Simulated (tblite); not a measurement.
Species: C3H9F3Si2.
Atom-mapped SMILES: `[CH3:1][CH2:2][SiH2:3][SiH2:4][C:5]([F:6])([F:7])[F:8]` (hydrogens: H9, H10, H11 on C1; H12, H13 on C2; H14, H15 on Si3; H16, H17 on Si4)

Structure optimised with GFN2-xTB, isolated species.

(1) What internal coordinates does the optimisation give?

Results:

(1) 
| bond | length (bohr) | order |
| --- | --- | --- |
| C1–C2 | 2.881 | single |
| C2–Si3 | 3.606 | single |
| Si3–Si4 | 4.393 | single |
| Si4–C5 | 3.681 | single |
| C5–F6, C5–F7, C5–F8 | 2.552 | single |
| C1–H9, C1–H10, C1–H11 | 2.057 | single |
| C2–H12, C2–H13 | 2.062 | single |
| Si3–H14, Si3–H15 | 2.779 | single |
| Si4–H16, Si4–H17 | 2.772 | single |

Bonds in one row agree within 0.02 bohr and their mean is given. Orders are formal, as drawn. A selection of angles:
| angle | degrees |
| --- | --- |
| C1–C2–Si3 | 112.8 |
| C2–Si3–Si4 | 108.3 |
| Si3–Si4–C5 | 105.4 |
| Si4–C5–F6 | 114.2 |
| Si4–C5–F7 | 112.0 |
| F6–C5–F7 | 106.0 |

Torsions: C1–C2–Si3–Si4 61° (synclinal); C2–Si3–Si4–C5 132° (anticlinal); Si3–Si4–C5–F6 180° (antiperiplanar). The mirror-image conformer, all signs reversed, is as good.

Si3 (SiH2 silicon) is tetrahedral (angles from 107.8° to 112.9°). The C–Si distances run from 1.908 Å (C2–Si3, drawn single) to 1.948 Å (Si4–C5, drawn single), a spread of 0.040 Å. Si4 (SiH2 silicon) is distorted tetrahedral (angles from 100.9° to 119.7°). Of the pairs four or more bonds apart, Si4···H10 is among the closest relative to their van der Waals radii: 3.21 Å, 97 % of the sum of Bondi's values.

Point group: C1 (no symmetry element, even within 0.4 Å). Its lowest GFN2-xTB frequency is 10i cm⁻¹, too small to tell a flat minimum from a shallow saddle. The numbers are those of one conformer. 3 starts were optimised and ended at 0.00, 0.06 and 0.40 kcal/mol (GFN2-xTB); the lowest of these is shown.

The numbers are calculated, not measured.
